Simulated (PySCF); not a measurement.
Stepwise substitution at one centre (B H-SiH3). Isolated molecules, 0 K electronic values unless said otherwise. Strings in code marks are SMILES.

Computed with TPSSh-D3(BJ)/def2-TZVP // B3LYP-D3(BJ)/def2-TZVP in PySCF. Delta-SCF ions had no search for a lower state. Excitations are Tamm–Dancoff values on a coarser integration grid. The basis has no diffuse functions, so Rydberg states are missing or too high.

```tsv
species	S1 oscillator strength	T1 excitation (TDA) (eV)	HOMO (eV)	LUMO (eV)	vertical ionisation energy (Delta-SCF) (eV)
0 of 3 H replaced by SiH3	–	–	-9.28	-2.30	13.00
1 of 3 H replaced by SiH3	0.007	3.43	-7.86	(withheld)	(withheld)
2 of 3 H replaced by SiH3	0.000	2.72	-7.42	-3.26	(withheld)
3 of 3 H replaced by SiH3 (`[SiH3]B([SiH3])[SiH3]`)	(withheld)	2.52	-7.42	-3.55	9.58
```

Question: Complete the blanks.

Answer: 
- 1 of 3 H replaced by SiH3, LUMO (eV): -2.83
- 1 of 3 H replaced by SiH3, vertical ionisation energy (Delta-SCF) (eV): 10.70
- 2 of 3 H replaced by SiH3, vertical ionisation energy (Delta-SCF) (eV): 9.83
- 3 of 3 H replaced by SiH3 (`[SiH3]B([SiH3])[SiH3]`), S1 oscillator strength: 0.000
